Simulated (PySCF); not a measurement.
C$_{6}$H$_{8}$, triplet, geometry from GFN2-xTB (a higher spin typed on purpose: for a closed-shell molecule this is an excited state); PySCF with MP2/STO-3G.

Input for PySCF:
```python
from pyscf import gto, scf, mp

mol = gto.Mole()
mol.atom = '''
    C     0.292050   -1.333735    0.376111
    C     1.385967   -0.464870    0.081585
    C     1.169476    0.837890   -0.271901
    C    -0.156972    1.353452   -0.386171
    C    -1.293358    0.418632   -0.411646
    C    -1.046980   -0.760253    0.585942
    H     0.426433   -2.401515    0.338266
    H     2.388965   -0.863115    0.117107
    H     2.001637    1.504016   -0.444096
    H    -0.327706    2.415926   -0.345619
    H    -1.397169   -0.041959   -1.402490
    H    -2.233030    0.923845   -0.178853
    H    -1.827635   -1.516585    0.481270
    H    -1.132584   -0.327311    1.590893
'''
mol.basis = 'sto-3g'
mol.charge = 0
mol.spin = 2
mol.verbose = 4
mol.build()

mf = scf.UHF(mol)
mf.kernel()

pt = mp.MP2(mf, frozen=6)
pt.kernel()
print('E(MP2) = %.10f' % pt.e_tot)
```

What the program printed (banner, timings and long lists left out):

```
PySCF version 2.14.0

[INPUT] verbose = 4
[INPUT] num. atoms = 14
[INPUT] num. electrons = 44
[INPUT] charge = 0
[INPUT] spin (= nelec alpha-beta = 2S) = 2
[INPUT] symmetry False subgroup None
[INPUT] Mole.unit = angstrom
[INPUT] Symbol           X                Y                Z      unit          X                Y                Z       unit  Magmom
[INPUT]  1 C      0.292050000000  -1.333735000000   0.376111000000 AA    0.551894514679  -2.520393872747   0.710746782436 Bohr   0.0
[INPUT]  2 C      1.385967000000  -0.464870000000   0.081585000000 AA    2.619098047685  -0.878476983527   0.154173305873 Bohr   0.0
[INPUT]  3 C      1.169476000000   0.837890000000  -0.271901000000 AA    2.209989349252   1.583382622512  -0.513818422995 Bohr   0.0
[INPUT]  4 C     -0.156972000000   1.353452000000  -0.386171000000 AA   -0.296634089225   2.557653602745  -0.729757427249 Bohr   0.0
[INPUT]  5 C     -1.293358000000   0.418632000000  -0.411646000000 AA   -2.444092401015   0.791099826979  -0.777898200273 Bohr   0.0
[INPUT]  6 C     -1.046980000000  -0.760253000000   0.585942000000 AA   -1.978505457897  -1.436669955379   1.107269904880 Bohr   0.0
[INPUT]  7 H      0.426433000000  -2.401515000000   0.338266000000 AA    0.805841580477  -4.538205634035   0.639230097252 Bohr   0.0
[INPUT]  8 H      2.388965000000  -0.863115000000   0.117107000000 AA    4.514489571172  -1.631050964004   0.221300157269 Bohr   0.0
[INPUT]  9 H      2.001637000000   1.504016000000  -0.444096000000 AA    3.782545730796   2.842178326964  -0.839219813015 Bohr   0.0
[INPUT] 10 H     -0.327706000000   2.415926000000  -0.345619000000 AA   -0.619274589377   4.565438477216  -0.653125253446 Bohr   0.0
[INPUT] 11 H     -1.397169000000  -0.041959000000  -1.402490000000 AA   -2.640266759732  -0.079291018461  -2.650321992441 Bohr   0.0
[INPUT] 12 H     -2.233030000000   0.923845000000  -0.178853000000 AA   -4.219815127938   1.745814031549  -0.337983186557 Bohr   0.0
[INPUT] 13 H     -1.827635000000  -1.516585000000   0.481270000000 AA   -3.453729605669  -2.865930294624   0.909468491969 Bohr   0.0
[INPUT] 14 H     -1.132584000000  -0.327311000000   1.590893000000 AA   -2.140273573064  -0.618528147558   3.006352063488 Bohr   0.0

nuclear repulsion = 219.075957563377
number of shells = 26
number of NR pGTOs = 114
number of NR cGTOs = 38
basis = sto-3g
ecp = {}

******** <class 'pyscf.scf.uhf.UHF'> ********
method = UHF
initial guess = minao
damping factor = 0
level_shift factor = 0
DIIS = <class 'pyscf.scf.diis.CDIIS'>
diis_start_cycle = 1
diis_space = 8
diis_damp = 0
SCF conv_tol = 1e-09
SCF conv_tol_grad = None
SCF max_cycles = 50
direct_scf = True
direct_scf_tol = 1e-13
number electrons alpha = 23  beta = 21
Set gradient conv threshold to 3.16228e-05
init E= -230.548307784473

cycle= 1 E= -228.908477789304  delta_E= 1.64  |g|= 0.227  |ddm|= 3.43
cycle= 2 E= -228.967412500844  delta_E= -0.0589  |g|= 0.086  |ddm|= 0.434
cycle= 3 E= -228.98133049887  delta_E= -0.0139  |g|= 0.0356  |ddm|= 0.221
cycle= 4 E= -228.984253988556  delta_E= -0.00292  |g|= 0.0166  |ddm|= 0.0994
cycle= 5 E= -228.984929380092  delta_E= -0.000675  |g|= 0.00396  |ddm|= 0.0698
cycle= 6 E= -228.984953514731  delta_E= -2.41e-05  |g|= 0.00176  |ddm|= 0.00962
cycle= 7 E= -228.98495957575  delta_E= -6.06e-06  |g|= 0.000369  |ddm|= 0.00641
cycle= 8 E= -228.984959842035  delta_E= -2.66e-07  |g|= 0.000127  |ddm|= 0.00123
cycle= 9 E= -228.984959874735  delta_E= -3.27e-08  |g|= 3.63e-05  |ddm|= 0.000468
cycle= 10 E= -228.984959877721  delta_E= -2.99e-09  |g|= 1.08e-05  |ddm|= 0.000137
cycle= 11 E= -228.984959877967  delta_E= -2.45e-10  |g|= 4.23e-06  |ddm|= 3.46e-05
Extra cycle  E= -228.984959877992  delta_E= -2.5e-11  |g|= 2.52e-06  |ddm|= 7.4e-06
converged SCF energy = -228.984959877992  <S^2> = 2.0227611  2S+1 = 3.0151359

******** <class 'pyscf.mp.ump2.UMP2'> ********
nocc = (np.int64(17), np.int64(15)), nmo = (32, 32)
frozen orbitals 6
E(UMP2) = -229.274974073024  E_corr = -0.290014195032373
E(SCS-UMP2) = -229.295292557404  E_corr = -0.310332679412302
E_corr(same-spin) = -0.0434819476460134
E_corr(oppo-spin) = -0.246532247386359
E(MP2) = -229.2749740730
```
